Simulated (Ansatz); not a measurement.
Geometry optimisation, UKS r2SCANh/def2-SVP in Ansatz 0.2.0.

Input file:

```yaml
crystal:
  periodic: [false, false, false]
  atoms:
    - { symbol: C, position_ang: [0.54712, 0.68999, 0.34599] }
    - { symbol: C, position_ang: [-0.20123, -0.19735, -0.26511] }
    - { symbol: O, position_ang: [-0.6049, -0.2899, -1.56826] }
    - { symbol: Al, position_ang: [-1.34839, -1.69956, -0.82985] }
    - { symbol: H, position_ang: [0.77256, 0.61136, 1.40193] }
    - { symbol: H, position_ang: [0.96614, 1.52936, -0.18043] }
magnetization:
  spin_polarized: true
  initial_magnetization: 1
basis:
  gaussian: { orbitals: def2-SVP }
hamiltonian:
  xc: r2scanh
relax:
  f_tol: 0.015
  max_steps: 40
output:
  orbitals: {}
```

Run as:

```bash
$ ansatz run input.yaml --threads 2 --pin off --max-ram 3072MiB --backend cpu --events-out ev --progress --plain --runs-dir out
```

**Question.** Where does it end, and by what steps?

**Answer.** The forces met the threshold. After 8 steps the energy has fallen by 0.211 eV; Al4 moved furthest, 0.19 Å.

| step | energy less start (eV) | largest force component (eV/Å) | accepted |
| --- | --- | --- | --- |
| 0 | 0.0000 | 1.342 | yes |
| 1 | -0.0482 | 1.036 | yes |
| 2 | -0.1375 | 1.839 | yes |
| 3 | -0.1701 | 1.169 | yes |
| 4 | -0.1978 | 0.424 | yes |
| 5 | -0.2068 | 0.095 | yes |
| 6 | -0.2096 | 0.069 | yes |
| 7 | -0.2105 | 0.058 | yes |
| 8 | -0.2106 | 0.010 | yes |

```xyz
6
Properties=species:S:1:pos:R:3
C 0.582 0.739 0.355
C -0.161 -0.107 -0.338
O -0.625 -0.336 -1.525
Al -1.456 -1.849 -0.864
H 0.761 0.589 1.419
H 1.029 1.609 -0.142
```

Whether the end is a true minimum wasn't checked by a vibrational analysis.

Time of the run: 16 s on 2 threads of INTEL(R) XEON(R) PLATINUM 8581C CPU @ 2.30GHz (Emerald Rapids) (shared host), peak memory 0.23 GiB.
